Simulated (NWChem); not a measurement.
# C₃H₂ClN; SMILES N#C/C=C\Cl

Program: NWChem. Pople sets run with spherical d functions. Geometry: optimised at PBE-D3(BJ)/def2-SVP. Level: M06-2X/6-31G* with SMD (1 M gas to 1 M solution), gas-phase geometry.

Q: Order these by “cavity-dispersion-structure term (kcal/mol)”, lowest first: water; acetone; toluene; 1-octanol.

A: toluene (-0.5), acetone (0.4), 1-octanol (1.6), water (4.3)
